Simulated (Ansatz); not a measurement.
The same path of ClF$_{2}$Si (4 atoms, charge 0, multiplicity 2) was run twice with different band settings. The coordinate that changes most is the height of Si2 over the plane of its neighbours.

Computed with Ansatz 0.2.0, UKS PBE0-D4/def2-SVP.

Relaxed end points:

```xyz
4
Properties=species:S:1:pos:R:3
F 1.326 0.134 0.809
Si 0.224 -0.319 -0.277
F -0.887 -1.172 0.522
Cl -0.664 1.357 -1.055
```

```xyz
4
Properties=species:S:1:pos:R:3
F 1.365 0.082 0.750
Si -0.192 0.245 0.363
F -0.848 -1.224 0.463
Cl -0.325 0.897 -1.576
```

Common settings: spring 5.0 eV/Å²; optimiser quadratic models (default); start path IDPP; force threshold 0.05 eV/Å; iteration limit 60; end points relaxed.

| run | movable images | climbing image |
| --- | --- | --- |
| 1 | 7 | yes |
| 2 | 6 | no |

(1) What does each run give, and how far can it be trusted?

Answers

(1) Run 1: converged after 9 iterations, highest image 1.435 eV above the first end. A vibrational analysis at the climbing image gives 2 clearly imaginary modes (671i, 148i cm⁻¹): a point of higher order, so a lower path passes nearby.
Run 2: converged after 9 iterations, highest image 1.266 eV above the first end. No image climbed, so the highest image needn't sit at the top of the path.
